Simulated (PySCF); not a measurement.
## Radial density of Co³⁺ (cobalt, charge +3)

PBE0, [Ar] 3d6, high-spin 5D determinant. Calculation: PySCF 2.14, in Sapporo-DKH3-DZP-2012 (6s4p3d1f, 40 functions); scalar relativity by spin-free X2C-1e.

| r (bohr) | 4πr²ρ (e/bohr) | 4πr²(ρα − ρβ) |
| --- | --- | --- |
| 0.00116 | 0.3162 | 0.0000 |
| 0.00195 | 0.7912 | 0.0000 |
| 0.00328 | 1.939 | 0.0000 |
| 0.00552 | 4.524 | 0.0001 |
| 0.00928 | 9.866 | 0.0002 |
| 0.0156 | 18.96 | 0.0004 |
| 0.0263 | 29.28 | 0.0008 |
| 0.0442 | 32.27 | 0.0024 |
| 0.0743 | 26.07 | 0.0132 |
| 0.125 | 30.78 | 0.0893 |
| 0.210 | 34.86 | 0.5586 |
| 0.354 | 16.14 | 2.2283 |
| 0.595 | 18.01 | 4.2218 |
| 1.00 | 11.18 | 3.0300 |
| 1.68 | 1.573 | 0.6788 |
| 2.83 | 0.05551 | 0.0290 |
| 4.76 | 0.001719 | 0.0009 |

Densities and radii are taken from the X2C orbitals without a picture-change correction, which distorts them close to the nucleus.
